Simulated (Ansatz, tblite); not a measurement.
Removing an electron: In₅As₄H₁₆⁻, a cluster cut from zinc blende InAs (hydrogen-capped). Charge -1, multiplicity 1. Geometry: PBE-D4/def2-SVP. Ansatz, gas phase; energy differences of separate SCF runs; the oxidised species was run as a doublet alone.

Cartesian coordinates in Å:
```
In -2.162 -2.348 1.080
In -1.251 1.775 2.576
In 2.248 -1.045 1.512
In 0.840 -1.588 -2.852
In 1.752 2.538 -1.357
As -0.355 -0.724 2.210
As -1.545 -1.638 -1.498
As -0.599 2.637 0.054
As 2.115 -0.097 -1.026
H -3.806 -1.800 1.357
H -1.687 -4.030 1.201
H -3.001 1.841 2.678
H -0.201 2.690 3.641
H 2.582 -2.766 1.436
H 3.207 0.073 2.464
H 1.392 -3.251 -2.833
H 0.543 -0.700 -4.336
H 2.880 3.474 -0.397
H 1.345 2.944 -3.014
H -0.362 -1.247 3.654
H -2.572 -2.320 -2.412
H -2.134 -0.237 -1.683
H -1.156 4.060 -0.093
H -1.642 2.006 -0.870
H 3.570 -0.249 -1.493
```

In the def2 sets In takes a core potential; there is no spin–orbit coupling. The xTB rows come from tblite. Single mean-field runs in def2-TZVP are fitted with def2-universal-jkfit. HOMO above LUMO, or a gap near zero within one spin, warns that the state may not be the lowest or that an electron is smeared out.

```csv
level,−HOMO (eV),vertical IE (eV),−LUMO (eV),HOMO–LUMO gap (eV),remarks
GFN1-xTB,6.79,8.34,3.46,3.33,–
GFN2-xTB,7.36,8.98,3.57,3.78,–
PBE-D4/def2-TZVP,3.05,4.78,-1.04,4.08,gap within one spin near zero (doublet)
PBE0-D4/def2-TZVP,4.00,5.21,-1.69,5.69,–
```

Run but left out: LDA (SPW92)/def2-TZVP (neutral doublet: an occupied level 0.02 eV above an empty one).  Raw xTB energy differences between charge states are shifted by several eV; the methods need an empirical correction for them.
